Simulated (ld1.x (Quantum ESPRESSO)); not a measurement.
How hard is this As RRKJ potential?

- Element: arsenic
- Generator: ld1.x (Quantum ESPRESSO) 7.5
- Type: norm-conserving RRKJ (Kleinman–Bylander form)
- Functional: PBEsol
- Relativity: scalar-relativistic
- Frozen core: [Ar] 3d10
- Valence charge: 5
- Reference configuration: 4s2 4p3
- Partial waves: 4s (bound): rc 1.80 bohr; 4p (bound): rc 1.80 bohr; 4d channel at -0.15 Ry: rc 1.90 bohr
- Local potential: all-electron potential smoothed inside 1.50 bohr (lloc = -2)
- Core correction: none
- rho0: 0.005

The pseudo-atom Hamiltonian at the reference potential is diagonalised in spherical Bessel functions j_l(qr) that vanish at 20 bohr, with q² up to the cutoff. All-electron valence levels (Ry): 4s -1.0659, 4p -0.3819.

Task: How do the lowest levels (Ry) of each channel move with the cutoff, and are there ghosts?

Result:

```
cutoff (Ry)     s #1     s #2     p #1    d #1    d #2    f #1    f #2  Σ f·Δε (mRy)
          8  -0.9731  -0.0240  -0.3587  0.0630  0.1461  0.1132  0.2406         256.0
         10  -1.0082  -0.0260  -0.3594  0.0629  0.1461  0.1132  0.2406         183.7
         15  -1.0493  -0.0284  -0.3678  0.0629  0.1458  0.1132  0.2406          76.2
         18  -1.0585  -0.0290  -0.3719  0.0628  0.1453  0.1132  0.2406          45.7
         21  -1.0596  -0.0291  -0.3753  0.0627  0.1449  0.1132  0.2406          33.2
         30  -1.0603  -0.0291  -0.3808  0.0626  0.1440  0.1132  0.2406          15.2
         35  -1.0621  -0.0292  -0.3817  0.0625  0.1437  0.1132  0.2406           9.0
         40  -1.0641  -0.0294  -0.3819  0.0625  0.1436  0.1132  0.2406           4.4
         45  -1.0651  -0.0294  -0.3820  0.0625  0.1436  0.1132  0.2406           2.2
         55  -1.0660  -0.0295  -0.3820  0.0625  0.1436  0.1132  0.2406           0.3
         60  -1.0660  -0.0295  -0.3820  0.0625  0.1436  0.1132  0.2406           0.1
        400  -1.0661  -0.0295  -0.3821  0.0625  0.1436  0.1132  0.2406           0.0
```

Result: no extra level below or beside the all-electron valence levels (s, p, d, f tested); 10 mRy is reached at 35 Ry and 1 mRy at 50 Ry.
